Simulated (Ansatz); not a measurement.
Species, as SMILES: [Al][Cl] (Al-Cl) (closed-shell singlet).
Atoms: Al1, Cl2. Bonds: Al1-Cl2.

Basis-set convergence of the highest harmonic wavenumber at HF with Ansatz (a program for electronic structure). Each level at its own minimum, finite differences of forces, unscaled; the reference is a large set that could be run, not a limit. Cartesian d functions, on some or all atoms, in 6-311G**, 6-311+G**; all else is spherical. The program fits the integrals of some runs and decomposes those of others, by size. No added dispersion term, no relativity. Reference: the value in pcseg-3, 475 cm⁻¹, itself unsure by roughly 2 cm⁻¹ (its mean distance from cc-pV(Q+d)Z, aug-pcseg-2, aug-cc-pV(T+d)Z). Deviations are taken from unrounded values.

```json
[
 {"basis": "def2-SVP", "functions": "36", "highest harmonic wavenumber (cm⁻¹)": "497"},
 {"basis": "def2-SVPD", "functions": "51", "highest harmonic wavenumber (cm⁻¹)": "463"},
 {"basis": "pcseg-1", "functions": "36", "highest harmonic wavenumber (cm⁻¹)": "460"},
 {"basis": "aug-pcseg-1", "functions": "54", "highest harmonic wavenumber (cm⁻¹)": "455"},
 {"basis": "cc-pV(D+d)Z", "functions": "46", "highest harmonic wavenumber (cm⁻¹)": "464"},
 {"basis": "aug-cc-pV(D+d)Z", "functions": "64", "highest harmonic wavenumber (cm⁻¹)": "452"},
 {"basis": "6-311G**", "functions": "54", "highest harmonic wavenumber (cm⁻¹)": "471"},
 {"basis": "6-311+G**", "functions": "62", "highest harmonic wavenumber (cm⁻¹)": "472"},
 {"basis": "pcseg-2", "functions": "68", "highest harmonic wavenumber (cm⁻¹)": "480"},
 {"basis": "aug-pcseg-2", "functions": "100", "highest harmonic wavenumber (cm⁻¹)": "472"},
 {"basis": "def2-TZVP", "functions": "74", "highest harmonic wavenumber (cm⁻¹)": "476"},
 {"basis": "def2-TZVPD", "functions": "89", "highest harmonic wavenumber (cm⁻¹)": "473"},
 {"basis": "cc-pV(T+d)Z", "functions": "78", "highest harmonic wavenumber (cm⁻¹)": "475"},
 {"basis": "aug-cc-pV(T+d)Z", "functions": "110", "highest harmonic wavenumber (cm⁻¹)": "472"},
 {"basis": "def2-TZVPP", "functions": "84", "highest harmonic wavenumber (cm⁻¹)": "476"},
 {"basis": "def2-TZVPPD", "functions": "99", "highest harmonic wavenumber (cm⁻¹)": "473"}
]
```

What the diffuse functions change, pair by pair:
- def2-SVP to def2-SVPD: 15 more functions, deviation 22 to -12 cm⁻¹
- pcseg-1 to aug-pcseg-1: 18 more functions, deviation -14 to -20 cm⁻¹
- cc-pV(D+d)Z to aug-cc-pV(D+d)Z: 18 more functions, deviation -11 to -23 cm⁻¹
- 6-311G** to 6-311+G**: 8 more functions, deviation -4 to -3 cm⁻¹
- pcseg-2 to aug-pcseg-2: 32 more functions, deviation 5 to -2 cm⁻¹
- def2-TZVP to def2-TZVPD: 15 more functions, deviation 1 to -2 cm⁻¹
- cc-pV(T+d)Z to aug-cc-pV(T+d)Z: 32 more functions, deviation 1 to -2 cm⁻¹
- def2-TZVPP to def2-TZVPPD: 15 more functions, deviation 2 to -1 cm⁻¹

They bring the value nearer the reference by more than 2 cm⁻¹ in 2 of 8 pairs.
